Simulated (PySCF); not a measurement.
SMILES [SiH2]([NH][GeH3])C (CH₉GeNSi), singlet (CAM-B3LYP/def2-SVP optimised geometry):

```
13

Si    -0.876    -0.187     0.000
C      0.997    -0.187     0.000
N     -1.464    -0.999     1.419
Ge    -0.703    -2.354     2.400
H     -1.403     1.210     0.000
H     -1.346    -0.819    -1.274
H      1.398     0.318     0.892
H      1.375     0.338    -0.891
H      1.403    -1.210    -0.025
H     -2.433    -0.822     1.668
H     -0.484    -3.622     1.553
H      0.654    -1.900     2.960
H     -1.675    -2.663     3.548
```

Level of theory: CAM-B3LYP/def2-TZVP in PySCF 2.14.0.

Task: What are the frontier orbital energies and the dipole moment?

Result: HOMO-2 -10.64 eV, HOMO-1 -10.35 eV, HOMO -8.48 eV, LUMO 1.24 eV, LUMO+1 1.54 eV; dipole moment 0.57 D.

On the same geometry PBE/def2-TZVP in PySCF gives HOMO-2 -7.84 eV, HOMO-1 -7.63 eV, HOMO -5.76 eV, LUMO -0.54 eV, LUMO+1 -0.13 eV; dipole moment 0.55 D.

Meta-Löwdin charges at CAM-B3LYP/def2-TZVP: Si1 0.79, C2 -0.60, N3 -0.79, Ge4 0.50, H5 -0.13, H6 -0.15, H7 0.13, H8 0.13, H9 0.12, H10 0.24, H11 -0.09, H12 -0.08, H13 -0.07.
